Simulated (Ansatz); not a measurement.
CH₆CdOSi, singlet, at a GFN2-xTB geometry (such geometries of metal compounds can be far from the true shape) (core potentials on Cd); Ansatz (a program for electronic structure) with HF/def2-SV(P).

The Ansatz input:
Ansatz 0.2 input:
```yaml
crystal:
  periodic: [false, false, false]
  atoms:
    - {symbol: Cd, position_ang: [-0.58124889, 0.37325623, 0.15560479]}
    - {symbol: C, position_ang: [-1.26958987, 1.16750909, 2.02253661]}
    - {symbol: H, position_ang: [-1.40207391, 0.30256767, 2.67331222]}
    - {symbol: H, position_ang: [-2.19103533, 1.73418743, 1.96399450]}
    - {symbol: H, position_ang: [-0.46656554, 1.79767353, 2.40554328]}
    - {symbol: O, position_ang: [0.97557489, -0.86989310, -0.13819428]}
    - {symbol: Si, position_ang: [1.82240789, -1.26151760, -1.43012168]}
    - {symbol: H, position_ang: [0.98074334, -1.99285120, -2.40716463]}
    - {symbol: H, position_ang: [2.94617319, -2.10452560, -1.00836000]}
    - {symbol: H, position_ang: [2.33193426, -0.03801456, -2.10431746]}
basis:
  gaussian:
    orbitals: def2-SV_P_.json
hamiltonian:
  xc: hf
```
The basis file holds def2-SV(P) in the JSON format of the Basis Set Exchange.

Q: What does Ansatz print? Leave out banner, timings and long lists.

A: 
```
Functional definition: HF
953 factors; integrals over basis functions are off by at most 5.3e-4 eV
mean field evaluation 1: about -15554.2171 eV, gradient 4.4e1 eV
mean field evaluation 2: about -15554.7803 eV, gradient 4.4e1 eV
mean field evaluation 4: about -15559.1920 eV, gradient 3.9e0 eV
mean field evaluation 8: about -15559.2695 eV, gradient 2.5e-1 eV
mean field -15559.26993613 eV, -571.7926237009 hartree, gradient 6.3e-5 eV, S^2 0.000000; 0 other end points of the search recorded, 0 dependent functions left out
reference -15559.26993613 eV, -571.7926237009 hartree; 27, 27 occupied and 55, 55 virtual orbitals, 953 factors
Total energy: -15559.26993613 eV, -571.7926237009 hartree
```
